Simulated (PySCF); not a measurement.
# Correlation energy of Zn⁺ (zinc, charge +1)

[Ar] 3d10 4s1, 2S determinant. Computed with PySCF 2.14 in x2c-TZVPPall, with the spin-free X2C one-electron Hamiltonian (Gaussian nucleus). Frozen: [Ar]; 11 electrons correlated.

```
  level  correlation energy (mhartree)
   CCSD                        -408.63
    (T)                         -10.51
CCSD(T)                        -419.14
```

Diagnostics: T1 = 0.011, D1 = 0.0325, largest double amplitude 0.018.

Task: Is a single reference adequate?

Result: Yes: T1 lies below 0.03 and no double amplitude reaches 0.07.
